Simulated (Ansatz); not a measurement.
The same path of BClH3N + HO (8 atoms, charge 0, multiplicity 2) was run twice with different band settings. Lost on the way: B1–H2. Made: H2–O7.

Theory: UKS B3LYP/def2-SVP (Ansatz 0.2.0).

Relaxed end points:

```xyz
8
Properties=species:S:1:pos:R:3
B 0.345 -0.062 -0.190
H 0.874 -0.319 0.865
Cl 1.386 0.097 -1.627
N -1.026 0.105 -0.272
H -1.609 0.010 0.558
H -1.514 0.321 -1.134
O -1.641 -0.421 2.637
H -0.664 -0.534 2.655
```

```xyz
8
Properties=species:S:1:pos:R:3
B 0.433 -0.166 -0.640
H -0.213 0.295 2.555
Cl 1.260 -0.140 -2.199
N -0.893 0.134 -0.420
H -1.276 0.090 0.528
H -1.543 0.407 -1.154
O -0.996 -0.266 2.458
H -0.620 -1.154 2.365
```

Common settings: movable images 7; climbing image yes; optimiser quadratic models (default); start path through a guess of the saddle point; force threshold 0.03 eV/Å; iteration limit 60; end points relaxed.

| run | spring |
| --- | --- |
| 1 | 5.0 eV/Å² |
| 2 | 20.0 eV/Å² |

What does each run give, and how far can it be trusted?

Run 1: converged after 25 iterations, highest image 0.098 eV above the first end. A vibrational analysis at the climbing image gives one clearly imaginary mode, 421i cm⁻¹: a first-order saddle point.
Run 2: converged after 23 iterations, highest image 0.098 eV above the first end. Another band between the same ends (7 images) ends at a top of the same energy, where a vibrational analysis finds 1 clearly imaginary mode.
